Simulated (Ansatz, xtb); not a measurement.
C4H9ClMg: which of two isomers lies lower

We compare X, `CC(C)[CH2][Mg][Cl]`, a singlet, with Y, `CCC[CH2][Mg][Cl]`, a singlet. Both are isolated molecules in the gas phase, relaxed with PBE-D3(BJ)/def2-SVP, each in the lowest conformer that the search found.

Estimate E(Y) − E(X) at the level CCSD(T)/def2-SVP + ΔMP2/def2-TZVPP.

Calculated at CCSD(T)/def2-SVP + ΔMP2/def2-TZVPP: E(Y) − E(X) = +2.7 kcal/mol, so structure X lies lower.

Level by level:

| level | geometry | E(Y) − E(X) (kcal/mol) | departure from the last row (kcal/mol) | job, with rough time for the two |
| --- | --- | --- | --- | --- |
| PBE-D3(BJ)/def2-SVP | PBE-D3(BJ)/def2-SVP | +2.3 | −0.4 | optimisation, 71 s |
| HF/def2-SVP | PBE-D3(BJ)/def2-SVP | +0.7 | −2.0 | part of the CCSD(T) run |
| MP2/def2-SVP | PBE-D3(BJ)/def2-SVP | +3.0 | +0.3 | part of the CCSD(T) run |
| CCSD(T)/def2-SVP | PBE-D3(BJ)/def2-SVP | +2.7 | −0.1 | single point |
| CCSD(T)/def2-SVP + ΔMP2/def2-TZVPP | PBE-D3(BJ)/def2-SVP | +2.7 |  | single point, 2.1 min |

As drawn, both hold the same kinds of bond in the same numbers. Structure X has 2 methyl groups, Y 1.

None of the levels shown reverses the order. The largest departure from CCSD(T)/def2-SVP + ΔMP2/def2-TZVPP is that of HF/def2-SVP, 2.0 kcal/mol. Levels run at GFN2-xTB geometries aren't shown. The last row adds to CCSD(T) the change of the MP2 difference between the two basis sets, here +0.1 kcal/mol.

With harmonic frequencies from PBE-D3(BJ)/def2-SVP (ideal gas, rigid rotor, one conformer each, 298.15 K, 1 atm): on the last row, ΔE + ΔZPE = +3.1 kcal/mol. A mode under 50 cm⁻¹ makes harmonic enthalpies and free energies unreliable, so none is given.

The correlated steps freeze 10 core orbitals; the last core shell of Mg is correlated, in a basis made for valence electrons. Run with Ansatz 0.2.0; the last row on 2 threads of Arm Neoverse V1 on a shared host.
